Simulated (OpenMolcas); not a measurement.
neutral arsenic: effect of the level shift or regulariser

| Quantity | Value |
| --- | --- |
| Program | OpenMolcas |
| Basis | ANO-R3 [7s6p5d3f2g] |
| Scalar Hamiltonian | X2C, finite nucleus |
| Active space | 3 electrons in 9 orbitals (RAS2 4p; RAS3 4d 5s, at most 1 electron) |
| State averaging | 2S+1 = 4 odd, 1 root; 2S+1 = 2 odd, 8 roots; 2S+1 = 4 even, 3 roots; 2S+1 = 2 even, 8 roots |
| Spin-orbit coupling | RASSI with atomic mean-field integrals over the reference wave functions, term energies averaged over their components |

Methods on the same reference wave functions:
A. RASSCF
B. SS-RASPT2, IPEA 0.25 Eh, imaginary shift 0.1 Eh (closed shells correlated: 3d 4s)
C. SS-RASPT2, IPEA 0.25 Eh, imaginary shift 0.3 Eh (closed shells correlated: 3d 4s)

Energies in cm-1 above 4s2 4p3 4S* 3/2, the measured ground level; measured values from NIST Handbook of Basic Atomic Spectroscopic Data.

```
            Level      A      B      C  Measured
  4s2 4p3 4S* 3/2    0.0    0.0    0.0       0.0
  4s2 4p3 2D* 3/2  14504  11630  11630     10593
  4s2 4p3 2D* 5/2  14686  11800  11810     10915
  4s2 4p3 2P* 1/2  24248  21830  21850     18186
  4s2 4p3 2P* 3/2  24491  22070  22090     18648
4s2 4p2 5s 4P 1/2  52101  51540  51550     50694
4s2 4p2 5s 4P 3/2  52771  52200  52210     51610
4s2 4p2 5s 4P 5/2  53926  53340  53350     52898
4s2 4p2 5s 2P 1/2  56286  54640  54670     53136
4s2 4p2 5s 2P 3/2  57622  55940  55970     54605
```

Deviations, from unrounded energies. A percentage is the sum of absolute deviations over the sum of measured energies, with the sign that they share, or ± where signs differ.

```
                        Against measurement  Levels      A      B      C
             mean absolute deviation (cm-1)       9   3300   1500   1500
other terms of the ground configuration (%)       4  +33.6  +15.4  +15.5
                   other configurations (%)       5   +3.7   +1.8   +1.8
```

B, C lie about equally close to measurement and A furthest from it. The largest miss of B in the table is 4s2 4p3 2P* 1/2, by +3600 cm-1. The ranking rests on the paired levels alone, and a cruder setting can come out closer through cancelling errors.

Between B and C the level of the table that moves most is 4s2 4p2 5s 2P 1/2, by 30 cm-1 (lowest in B, highest in C). Moves below CASPT2's spread within the term are not significant.

The mean deviations of B to C differ by less than CASPT2's widest spread within a term (180 cm-1), so their order carries little weight.

From A to B the spin-free energies of the other terms of 4s2 4p3 shown, above 4S*, scale by factors of 0.80 to 0.90.

The lowest spin-free term lies below A's lowest term by 0.563 hartree in B, 0.563 hartree in C.

CASPT2 breaks the degeneracy within a term, and the mean is taken; among the terms shown or strongly mixed into the levels shown the widest spread is 180 cm-1 (4s2 4p3 2D*, B). ANO sets are built for valence states and can reach diffuse excited orbitals poorly, and with the s shell closed the s pⁿ⁺¹ terms that mix with these levels are absent. With the s shell closed, the reference lacks s² → p² mixing. Without dynamic correlation excited terms often stand tens of per cent too high (terms of higher spin than the ground term too low), and those without a measured partner can miss by more than the paired ones (holds for A). Some terms miss by over 15 % even with CASPT2, which points to a basis or an active space too small for the shells correlated (holds for B; C). Computed and measured levels are paired by configuration, term and J; levels that our copy of the source lacks, or whose pairing is in doubt (as where it misses far off the trend of its configuration), stay unpaired and out of the deviations. Levels of configurations outside the active space are missing. The table leaves out levels that lie high or whose names do not pair safely across all columns.

* marks odd parity.
